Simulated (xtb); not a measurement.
Harmonic IR lines of one isomer of C$_{3}$H$_{5}$N, unscaled. Method: GFN2-xTB run with xtb.

wavenumber (cm⁻¹): 226 (m), 402 (w), 732 (m), 911 (m), 917 (vs), 961 (w), 1002 (m), 1041 (w), 1141 (m), 1259 (w), 1362 (m), 1553 (m), 1748 (m), 2980 (s), 3204 (w), 3227 (w), 3369 (w), 3411 (w)

Q: Name which structure gives these lines.
(A) `NC1C=C1`
(B) `C#CNC`
(C) `C=C=CN`
(D) `N=C1CC1`

A: A, `NC1C=C1`
